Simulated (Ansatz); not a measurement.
Worked example: Te(CF3)(CH3) → CTeF3 + CH3

Species: Te(CF3)(CH3), singlet; CTeF3 `FC(F)(F)[Te]`, doublet; CH3 (methyl radical) `[CH3]`, doublet. 

Shapes, held fixed at every level: PBE0-D4/def2-TZVP. Programs: Ansatz 0.2.0. The zero-point and thermal change to 298 K, harmonic and unscaled (PBE0-D4/def2-TZVP), is -15.2 kJ/mol.

At CCSD(T)/def2-TZVPP; 1 Eh = 2625.50 kJ/mol:

```
     species  energy (Eh)
Te(CF3)(CH3)  -644.535842
       CTeF3  -604.672367
         CH3   -39.761719
```

Q: Work out ΔH(298 K) of the reaction at this level.

A: 
1. Products less reactants: (-604.672367) + (-39.761719) − [(-644.535842)] = 0.101756 Eh = +267.2 kJ/mol.
2. With the thermal change: +267.2 + (-15.2) = +252.0 kJ/mol.

Other levels give +122.2 (HF/def2-SVP) to +268.3 kJ/mol (MP2/def2-TZVPP). No measured value is set beside it here. Open shells run unrestricted. For atoms past krypton def2 sets carry core potentials with scalar relativity. Outer-core shells of Te are correlated in most correlated rows, in sets that cover them unevenly. The median of the other levels is +229.5 kJ/mol.
